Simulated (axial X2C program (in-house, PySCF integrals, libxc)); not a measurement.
**What spin–orbit coupling does to PdP**

Calculated with an in-house relativistic program for diatomic molecules. Spin-free means the one-electron spin-free X2C Hamiltonian; two-component (2c) means X2C with spin–orbit coupling and atomic mean-field two-electron Coulomb and Gaunt terms, so the difference of the two also holds small scalar two-electron terms. Basis: Pd dyall-cv3z [12s12p8d5f3g], P dyall-v3z [8s7p2d1f] (cores contracted in-house); Gaussian nuclei, density fitting, unrestricted open shells. Masses: Pd 105.903 u, P 30.974 u.

Spin-free state: M_S = 3/2, Λ = 0 (beyond evenly filled blocks: σα, π+α, π-α); fragments Pd + P.

```csv
level,Re (Å),ωe (cm⁻¹),De (eV),μ (D)
PBE0,2.145,388.0,2.175,-2.47
BP86,2.144,401.9,2.658,-2.13
```

Dipoles are positive if P is the positive end.

Two-component determinant lowest at the distance of the search:

Ω = 3/2 (⟨Sz⟩ = 1.49, ⟨Lz⟩ = 0.01 at PBE0); fragments Pd + P.

```json
{"level": "PBE0", "Re (Å)": "2.146", "ωe (cm⁻¹)": "386.9", "De (eV)": "2.180", "μ (D)": "-2.48"}
{"level": "BP86", "Re (Å)": "2.144", "ωe (cm⁻¹)": "401.5", "De (eV)": "2.666", "μ (D)": "-2.12"}
```

Question: From the two tables, how do the constants change at the PBE0 level (2c against spin-free)?

Answer: At the PBE0 level Re increases by 0.001 Å and ωe goes down by 1.1 cm⁻¹; De changes by 0.005 eV.

Occupations by symmetry block were frozen at the best pattern of an incomplete PBE0 search. De is counted from the lowest determinant-based energies of the atoms at the same level, without counterpoise correction. Density functionals use the spin component along the axis (collinear). Other states lie close and PBE0, whose exact exchange favours high spin, may order them wrongly; the determinant shown need not be the ground state. The nearest other spin-free determinant of the search, M_S = 1/2, Λ = 0, lies 0.25 eV up at the distance of the search. With several unpaired electrons one determinant need not be a pure state. This is the top spin component of a Σ state; components of lower Ω are not single determinants and can lie lower.
